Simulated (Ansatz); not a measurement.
```yaml
crystal:
  periodic: [false, false, false]
  atoms:
    - {symbol: C, position_ang: [-0.710879, -0.544763, 0.782566]}
    - {symbol: Si, position_ang: [0.598764, 0.648165, 0.225387]}
    - {symbol: Cl, position_ang: [2.483162, -0.092793, 0.512828]}
    - {symbol: C, position_ang: [0.405716, 0.989336, -1.574442]}
    - {symbol: N, position_ang: [0.241656, 1.298352, -2.674345]}
    - {symbol: H, position_ang: [-0.600566, -1.491503, 0.246789]}
    - {symbol: H, position_ang: [-0.626044, -0.731784, 1.854021]}
    - {symbol: H, position_ang: [-1.699710, -0.132011, 0.571397]}
basis:
  gaussian: {orbitals: def2-TZVPD}
magnetization: {spin_polarized: true, initial_magnetization: 1}
hamiltonian: {xc: {name: B3LYP-D3}}
```

```sh
$ ansatz run in.yaml --threads 4 --pin off --events-out ev --progress --plain --max-ram 10444MiB
```

Output, abridged:

```
Error: YAML parse error: error: line 15 column 19: hamiltonian.xc: no functional is named "B3LYP-D3"; the names, which are not case-sensitive, are SVWN5, SPW92, PBE, PBE0, PBEsol, revPBE, revPBE0, RPBE, rPW86-PBE, HSE06, wPBEh, LC-wPBE, HISS, HF, BLYP, B3LYP, B3LYP5, BHLYP, CAM-B3LYP, r2SCAN, r2SCANh, r2SCAN0, r2SCAN50, m-r2SCAN, B97, wB97, wB97X, wB97X-V, B97M-V, wB97M-V, B2PLYP, B2GP-PLYP, PBE0-DH, PBE-QIDH
13 |   gaussian: {orbitals: def2-TZVPD}
14 | magnetization: {spin_polarized: true, initial_magnetization: 1}
15 | hamiltonian: {xc: {name: B3LYP-D3}}
```

In this input the method's name isn't one that the program takes here. The input was rejected before any iteration.
